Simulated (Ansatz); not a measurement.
Ansatz results at the PBE0-D4/def2-TZVP geometry: HOMO–LUMO gap (B3LYP/def2-TZVPP) 5.14 eV; LUMO energy (PBE/def2-TZVPP) -1.62 eV; size of the dipole moment (ωB97M-V/def2-TZVPP) 1.80 D.

Which molecule gave them?
A. `OB(O)[Te][SiH3]`
B. `C[SiH2][Te][SiH3]`
C. `[CH3][Ga]([CH3])[TeH]`
D. `CC(C)[TeH]`

C. The others give `C[SiH2][Te][SiH3]`: 5.42, -1.36, 1.40; `OB(O)[Te][SiH3]`: 5.57, -1.33, 1.67; `CC(C)[TeH]`: 4.98, -1.41, 1.48.

B3LYP here is the variant with VWN-RPA as its local correlation; programs differ in this.
